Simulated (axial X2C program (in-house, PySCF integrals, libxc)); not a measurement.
Low determinants of ScN at the PBE0 level, two-component

Calculated with an in-house all-electron X2C program for linear molecules (integrals from PySCF). Two-component (2c) means X2C with spin–orbit coupling and atomic mean-field two-electron Coulomb and Gaunt terms. Basis: Sc dyall-cv3z [10s11p7d5f2g], N dyall-av3z [7s7p3d2f] (cores contracted in-house); Gaussian nuclei, density fitting, unrestricted open shells. Masses: Sc 44.956 u, N 14.003 u.

Search at 1.638 Å (vertical energies from the lowest determinant):

| ΔE (eV) | state | electrons beyond evenly filled partner blocks | electrons in ±ω = 1/2, 3/2, 5/2, 7/2 |
| --- | --- | --- | --- |
| 0.00 | Ω = 0 | none | 22 6 0 0 |
| 0.43 | Ω = 1 | 2 × ω = 1/2 | 22 6 0 0 |
| 1.12 | Ω = 2 | ω = 1/2, ω = 3/2 | 23 5 0 0 |
| 1.14 | Ω = 1 | ω = -1/2, ω = 3/2 | 23 5 0 0 |
| 2.17 | Ω = 1 | ω = -1/2, ω = 3/2 | 21 7 0 0 |
| 2.18 | Ω = 3 | ω = 1/2, ω = 5/2 | 21 6 1 0 |
| 2.26 | Ω = 2 | ω = -1/2, ω = 5/2 | 21 6 1 0 |

Lowest determinant, Ω = 0 (closed shell): Re = 1.637 Å, ωe = 976.0 cm⁻¹.

The determinant in row 2 of the search, Ω = 1 (⟨Sz⟩ = 1.00, ⟨Lz⟩ = 0.00 at PBE0), was followed along the bond at PBE0; measured from the minimum of the lowest determinant it gives:

Te = 0.371 eV (2992 cm⁻¹), Re = 1.692 Å, ωe = 951.5 cm⁻¹.

Question: Compare the bond of the determinant in row 2 with that of the lowest one.

Answer: At PBE0 its Re is 0.055 Å longer and its force constant, which goes as ωe², is 0.95 times that of the lowest determinant. T0 ≈ Te + Δωe/2 = 2992 + (-12) = 2980 cm⁻¹.

The search compares states at one distance, so a state with another bond length can lie lower; it is not exhaustive and yields mostly the lowest determinant of each block pattern, so other components and higher states of one pattern are missing. These are energies of single determinants, not of spin-adapted states; PBE0 term energies can be off by some tenths of an eV, and the functional has no current term. Open-shell Ω = 0 determinants with evenly filled partner blocks cannot be reached by this program, so the Ω shown need not be the lowest component. The lowest determinant need not be the ground state where others lie within half an eV.
